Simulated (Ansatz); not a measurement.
`CCCC(C(C)=O)C(C)=O` and `CCC(C(C)=O)C(C)=O` differ in one atom or group.

Ansatz, PBE0-D4/def2-TZVP geometries, multiplicity 1. Each molecule was computed in one conformer, which needn't be the lowest.

```
                                        property  `CCCC(C(C)=O)C(C)=O`
               HOMO energy (PBE/def2-TZVPP) / eV                 -5.67
             HOMO energy (B3LYP/def2-TZVPP) / eV                 -6.99
         HOMO–LUMO gap (ωB97M-V/def2-TZVPP) / eV                 10.54
size of the dipole moment (B3LYP/def2-TZVPP) / D                  1.51
           LUMO energy (ωB97M-V/def2-TZVPP) / eV                  0.95
              HOMO energy (PBE0/def2-TZVPP) / eV                 -7.21
```

Problem. Give the same properties after the change, and the shifts. (Best estimate.)

Solution. Computed: 
```json
{"property": "HOMO energy (PBE/def2-TZVPP) / eV", "`CCC(C(C)=O)C(C)=O`": "-5.68", "shift": "-0.01"}
{"property": "HOMO energy (B3LYP/def2-TZVPP) / eV", "`CCC(C(C)=O)C(C)=O`": "-7.01", "shift": "-0.02"}
{"property": "HOMO–LUMO gap (ωB97M-V/def2-TZVPP) / eV", "`CCC(C(C)=O)C(C)=O`": "10.56", "shift": "0.02"}
{"property": "size of the dipole moment (B3LYP/def2-TZVPP) / D", "`CCC(C(C)=O)C(C)=O`": "1.50", "shift": "-0.01"}
{"property": "LUMO energy (ωB97M-V/def2-TZVPP) / eV", "`CCC(C(C)=O)C(C)=O`": "0.96", "shift": "0.01"}
{"property": "HOMO energy (PBE0/def2-TZVPP) / eV", "`CCC(C(C)=O)C(C)=O`": "-7.22", "shift": "-0.01"}
```

Dipoles are sizes alone; their direction can turn.

B3LYP here is the variant with VWN-RPA as its local correlation; programs differ in this.
